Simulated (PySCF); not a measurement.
CHCl₂, SMILES Cl[CH]Cl (connectivity only; charge and spin as stated), charge +1, multiplicity 1.

Coordinates come from a r2SCAN-D4/def2-TZVP optimisation. The multiplicity is an assumed one; other spin states were not compared. The isomer is the one that the SMILES or the coordinates give; other isomers of the formula were not compared.

Computed with TDA-ωB97X/def2-SVPD (PySCF).

Vertical excitations. Gas-phase values at a fixed geometry. State labels are in the subgroup C2v.

```tsv
state	symmetry	energy (eV)	λ (nm)	f	main pairs
S1	A2	4.27	290	0.000	HOMO→LUMO 100 %
S2	B1	4.37	284	0.000	HOMO−1→LUMO 100 %
S3	B2	6.12	203	0.296	HOMO−2→LUMO 91 %
S4	A1	8.49	146	0.053	HOMO−3→LUMO 88 %
S5	A2	8.77	141	0.000	HOMO−4→LUMO 95 %
S6	B2	9.16	135	0.027	HOMO→LUMO+1 81 %, HOMO−1→LUMO+3 13 %
S7	B1	9.19	135	0.000	HOMO−5→LUMO 98 %
S8	A2	9.29	133	0.000	HOMO−2→LUMO+1 91 %
S9	A1	9.33	133	0.001	HOMO−1→LUMO+1 84 %
S10	B1	10.94	113	0.000	HOMO−2→LUMO+3 68 %, HOMO−3→LUMO+1 23 %
T1	B2	3.92	316	0	HOMO−2→LUMO 99 %
T2	A2	3.98	312	0	HOMO→LUMO 99 %
T3	B1	3.99	311	0	HOMO−1→LUMO 99 %
T4	A1	5.79	214	0	HOMO−3→LUMO 99 %
```
Triplets are in the Tamm–Dancoff approximation.
